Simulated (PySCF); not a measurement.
Geometry (Å), atoms numbered from 1 in this order:
```xyz
16

C     2.6213    0.2697    0.3581
S     1.5829   -0.1674   -1.0688
O     1.7934   -1.6353   -1.2936
C    -0.0002   -0.0075   -0.2030
C    -0.5721    1.2267    0.0917
C    -1.8215    1.2199    0.7114
N    -2.4866    0.1081    1.0156
C    -1.9272   -1.0592    0.7093
C    -0.6821   -1.1799    0.0899
H     2.4187   -0.4591    1.1547
H     2.4121    1.2968    0.6881
H     3.6611    0.1808    0.0149
H    -0.0751    2.1695   -0.1520
H    -2.3090    2.1676    0.9676
H    -2.4996   -1.9579    0.9665
H    -0.2331   -2.1415   -0.1739
```

Geometry: PBE0-D3(BJ)/def2-SVP; GIAO shifts from PySCF 2.14.0 with density-fitted response routines, gas phase, non-relativistic, averaged over equivalent atoms.

At PBE0/pcSseg-1 (195 basis functions, 30 s wall time on 1 thread of an Arm Neoverse V2, shared host):
| atoms | δ (ppm) |
| --- | --- |
| C4 | 165.6 |
| C6/C8 | 156.0 |
| C5/C9 | 122.4 |
| C1 | 47.4 |
| S2 | 289.3 |
| O3 | 50.0 |
| N7 | 367.1 |
| H14/H15 | 8.93 |
| H13/H16 | 7.56 |
| H10/H11/H12 | 2.37 |

Referencing at the same level of theory: $^{13}$C (184.41 ppm), $^{1}$H (31.27 ppm) vs TMS; CS2 for $^{33}$S (495.66 ppm); $^{17}$O (334.56 ppm) against H2O; $^{15}$N (265.67 ppm) vs NH3.

Problem. What do these become at wB97X-D/pcSseg-1?

Solution. 
```tsv
atoms	δ at wB97X-D/pcSseg-1	change
C4	166.4	+0.8
C6/C8	157.5	+1.5
C5/C9	123.5	+1.1
C1	48.0	+0.6
S2	290.1	+0.8
O3	42.3	-7.7
N7	366.4	-0.7
H14/H15	8.93	+0.00
H13/H16	7.60	+0.04
H10/H11/H12	2.38	+0.01
```

Shifts are taken against calculated references (same method and geometry level): $^{13}$C (184.54 ppm) and $^{1}$H (31.38 ppm) vs TMS; $^{33}$S (493.71 ppm) vs CS2; $^{17}$O (333.19 ppm) vs H2O; $^{15}$N (263.98 ppm) against NH3.

The largest change is at O3 (S=O oxygen). Cost: 195 basis functions, 37 s wall time on 1 thread of an Arm Neoverse V2, shared host. The order of the carbon signals is the same at both levels.

Experimental scales use liquid or dissolved standards, which lie at an offset from isolated NH3 (liquid NH3: subtract about 20 ppm) and H2O (liquid H2O: subtract about 36 ppm). Unscaled 15N shifts of sp2 nitrogen come out 20 to 40 ppm too high even then.
